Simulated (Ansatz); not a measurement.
Mulliken charges of C3H5BO (`C#CBCO`) from PBE/def2-TZVPP in Ansatz (PBE0-D4/def2-TZVP geometry).

```csv
atom,x (Å),y (Å),z (Å),charge (e)
C1,-2.092,-0.300,1.071,-0.105
C2,-1.248,0.212,0.373,-0.164
B3,-0.130,0.777,-0.473,-0.040
C4,1.237,0.044,-0.543,0.040
O5,1.410,-1.145,0.191,-0.316
H6,-2.855,-0.731,1.679,0.222
H7,-0.288,1.786,-1.092,0.024
H8,1.448,-0.143,-1.611,0.076
H9,2.011,0.778,-0.252,0.076
H10,0.590,-1.330,0.659,0.188
```

Q: By hand: the dipole of these point charges (1 e Å = 4.8032 D).

A: Σ q r = (-0.233, 0.008, 0.092) e Å, of length 0.251 e Å = 1.21 D.

Q: How does the dipole of the full density compare? (An estimate is asked.)

A: Ansatz gave: (-0.326, 0.064, 0.092) e Å, 1.66 D; the point charges give 0.73 times that, at 11° from its direction.

Point charges leave out the atoms' own dipoles, such as those of lone pairs, and Mulliken's split depends on the basis, so the two needn't agree.
